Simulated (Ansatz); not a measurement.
Geometry optimisation, Ansatz 0.2.0, RKS PBE/def2-SVP.

Input:

```yaml
crystal:
  periodic: [false, false, false]
  atoms:
    - { symbol: Ge, position_ang: [0.00814, 0.646558, -0.147818] }
    - { symbol: Cl, position_ang: [0.523938, -0.889556, 2.869484] }
    - { symbol: H, position_ang: [1.15094, -0.38643, -0.216607] }
    - { symbol: Cl, position_ang: [-0.329776, 1.325462, -2.199615] }
    - { symbol: H, position_ang: [-1.344271, 0.16107, 0.406128] }
    - { symbol: S, position_ang: [0.609888, 2.409114, 1.120466] }
    - { symbol: H, position_ang: [1.900323, 2.394673, 0.681593] }
    - { symbol: H, position_ang: [0.750418, 0.43151, 2.794369] }
basis:
  gaussian: { orbitals: def2-SVP }
hamiltonian:
  xc: pbe
relax:
  f_tol: 0.03
  max_steps: 50
output:
  orbitals: {}
```

Launched with:

```bash
$ ansatz run input.yaml --threads 2 --pin off --max-ram 3072MiB --backend cpu --events-out ev --progress --plain --runs-dir out
```

Problem. Where does it end, and by what steps?

Solution. It converged. After 6 steps the energy has fallen by 0.051 eV; Cl2 moved furthest, 0.31 Å.

| step | energy less start (eV) | largest force component (eV/Å) | accepted |
| --- | --- | --- | --- |
| 0 | 0.0000 | 0.763 | yes |
| 1 | 0.0021 | 1.234 | no |
| 2 | -0.0308 | 0.301 | yes |
| 3 | -0.0429 | 0.323 | yes |
| 4 | -0.0489 | 0.150 | yes |
| 5 | -0.0499 | 0.060 | yes |
| 6 | -0.0508 | 0.013 | yes |

```xyz
8
Properties=species:S:1:pos:R:3
Ge -0.035 0.626 -0.212
Cl 0.708 -0.759 3.083
H 1.070 -0.448 -0.272
Cl -0.262 1.431 -2.225
H -1.419 0.158 0.279
S 0.569 2.287 1.202
H 1.865 2.303 0.780
H 0.774 0.495 2.672
```

Whether the end is a true minimum wasn't checked by a vibrational analysis.

Time of the run: 8.1 s on 2 threads of Intel(R) Xeon(R) 6975P-C (Granite Rapids) (shared host), peak memory 0.17 GiB.
